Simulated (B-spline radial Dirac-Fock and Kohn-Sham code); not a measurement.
# L1 edges in EELS at 200 kV and 100 mrad, Rb to Ta

These are calculated numbers from an atomic code on a B-spline grid; the model is the first Born approximation with generalised oscillator strengths from a Dirac-Hartree-Slater potential (longitudinal and transverse terms; continuum final states only, so no white lines or fine structure). Partial cross sections in barn for windows above the edge. Edges are tabulated values, any marked * orbital energies of the model.

```tsv
Z	element	edge (eV)	Δ = 50 eV	Δ = 100 eV	Δ = 200 eV
37	Rb	2065.0	43.4	83.3	156
38	Sr	2216.0	36.1	70.2	133
42	Mo	2866.0	19.8	38.8	74.3
43	Tc	3043.0	17.0	33.5	64.3
45	Rh	3412.0	12.9	25.5	49.3
46	Pd	3604.0	11.2	22.2	43.2
48	Cd	4018.0	8.56	17.1	33.3
51	Sb	4698.0	5.82	11.6	22.7
52	Te	4939.0	5.16	10.3	20.0
59	Pr	6835.0	2.25	4.47	8.75
60	Nd	7126.0	2.02	3.99	7.83
61	Pm	7428.0	1.80	3.58	7.02
62	Sm	7737.0	1.62	3.21	6.29
64	Gd	8376.0	1.30	2.57	5.06
65	Tb	8708.0	1.17	2.33	4.57
68	Er	9751.0	0.858	1.70	3.35
70	Yb	10486.0	0.700	1.39	2.73
71	Lu	10870.0	0.626	1.24	2.45
73	Ta	11682.0	0.505	1.01	1.99
```
